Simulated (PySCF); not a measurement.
I2Pb (SMILES [I][Pb][I]), singlet, geometry from GFN2-xTB (such geometries of metal compounds can be far from the true shape) (core potentials on I, Pb); B3LYP/def2-SVP (PySCF).

PySCF was given this input:
```python
from pyscf import gto, scf, dft

mol = gto.M(
    atom='''
Pb   -0.008529   -0.007214    0.962796
I     1.060678   -1.863893   -0.749473
I    -1.047483    1.875053   -0.740135
''',
    basis='def2-svp',
    ecp={'I': 'def2-svp', 'Pb': 'def2-svp'},
    charge=0,
    spin=0,
    verbose=4,
)

mf = dft.RKS(mol)
mf.xc = 'b3lyp'
mf.kernel()
```

The log (banner, timings and long lists left out):

```
PySCF version 2.14.0

[INPUT] verbose = 4
[INPUT] num. atoms = 3
[INPUT] num. electrons = 72
[INPUT] charge = 0
[INPUT] spin (= nelec alpha-beta = 2S) = 0
[INPUT] symmetry False subgroup None
[INPUT] Mole.unit = angstrom
[INPUT] Symbol           X                Y                Z      unit          X                Y                Z       unit  Magmom
[INPUT]  1 Pb    -0.008529000000  -0.007214000000   0.962796000000 AA   -0.016117474116  -0.013632484263   1.819420753827 Bohr   0.0
[INPUT]  2 I      1.060678000000  -1.863893000000  -0.749473000000 AA    2.004390926351  -3.522247295494  -1.416298707756 Bohr   0.0
[INPUT]  3 I     -1.047483000000   1.875053000000  -0.740135000000 AA   -1.979455990138   3.543336639044  -1.398652445205 Bohr   0.0

nuclear repulsion = 289.287972868319
number of shells = 30
number of NR pGTOs = 183
number of NR cGTOs = 78
basis = def2-svp
ecp = {'I': 'def2-svp', 'Pb': 'def2-svp'}

******** <class 'pyscf.dft.rks.RKS'> ********
method = RKS
initial guess = minao
damping factor = 0
level_shift factor = 0
DIIS = <class 'pyscf.scf.diis.CDIIS'>
diis_start_cycle = 1
diis_space = 8
diis_damp = 0
SCF conv_tol = 1e-09
SCF conv_tol_grad = None
SCF max_cycles = 50
direct_scf = True
direct_scf_tol = 1e-13
XC library pyscf.dft.libxc version 7.1.2
    S. Lehtola, C. Steigemann, M. J. T. Oliveira, and M. A. L. Marques,  SoftwareX 7, 1–5 (2018)
XC functionals = b3lyp
    P. J. Stephens, F. J. Devlin, C. F. Chabalowski, and M. J. Frisch,  J. Phys. Chem. 98, 11623 (1994)
radial grids:
    Treutler-Ahlrichs [JCP 102, 346 (1995); DOI:10.1063/1.469408] (M4) radial grids

becke partition: Becke, JCP 88, 2547 (1988); DOI:10.1063/1.454033
pruning grids: <function nwchem_prune>
grids dens level: 3
symmetrized grids: False
atomic radii adjust function: <function treutler_atomic_radii_adjust>
small_rho_cutoff = 0
Set gradient conv threshold to 3.16228e-05
Initial guess from minao.
tot grids = 67144
init E= -701.425608446588
  HOMO = -1.67383831296496  LUMO = -1.33011492017517  gap/eV = 9.35319
cycle= 1 E= -785.410729122635  delta_E=  -84  |g|= 4.25  |ddm|= 17.8
  HOMO = 0.0716294296055739  LUMO = 0.0862709551072519  gap/eV = 0.39842
cycle= 2 E= -784.557203308143  delta_E= 0.854  |g|= 3.71  |ddm|= 12.1
  HOMO = -0.23587238208494  LUMO = -0.0312200268900265  gap/eV = 5.56887
cycle= 3 E= -788.070355705929  delta_E= -3.51  |g|=  1.1  |ddm|= 6.93
  HOMO = -0.237997654001004  LUMO = -0.172501252551775  gap/eV = 1.78225
cycle= 4 E= -788.482447658788  delta_E= -0.412  |g|= 0.638  |ddm|= 3.41
  HOMO = -0.244818963640484  LUMO = -0.106492011381175  gap/eV = 3.76407
cycle= 5 E= -788.63589561662  delta_E= -0.153  |g|= 0.159  |ddm|= 1.21
  HOMO = -0.254724440036812  LUMO = -0.124382874828004  gap/eV = 3.54677
cycle= 6 E= -788.644860161118  delta_E= -0.00896  |g|= 0.0485  |ddm|= 0.317
  HOMO = -0.254829963624926  LUMO = -0.122028286609416  gap/eV = 3.61372
cycle= 7 E= -788.645713689122  delta_E= -0.000854  |g|= 0.0074  |ddm|= 0.0746
  HOMO = -0.254754115810599  LUMO = -0.121613825171043  gap/eV = 3.62293
cycle= 8 E= -788.645734695042  delta_E= -2.1e-05  |g|= 0.000943  |ddm|= 0.0118
  HOMO = -0.254746490860995  LUMO = -0.121523751585593  gap/eV = 3.62518
cycle= 9 E= -788.645735046549  delta_E= -3.52e-07  |g|= 0.000197  |ddm|= 0.00203
  HOMO = -0.254740472369694  LUMO = -0.121532665600642  gap/eV = 3.62477
cycle= 10 E= -788.645735057356  delta_E= -1.08e-08  |g|= 7.48e-05  |ddm|= 0.000371
  HOMO = -0.254739662768267  LUMO = -0.121541649441831  gap/eV = 3.62450
cycle= 11 E= -788.645735060321  delta_E= -2.96e-09  |g|= 9.06e-06  |ddm|= 0.000168
  HOMO = -0.254740784515008  LUMO = -0.121541995101987  gap/eV = 3.62452
cycle= 12 E= -788.645735060348  delta_E= -2.73e-11  |g|= 1.4e-06  |ddm|= 2.18e-05
  HOMO = -0.254740555298802  LUMO = -0.121542098401632  gap/eV = 3.62451
Extra cycle  E= -788.645735060353  delta_E= -5.46e-12  |g|= 1.91e-06  |ddm|= 6.41e-06
converged SCF energy = -788.645735060353
```
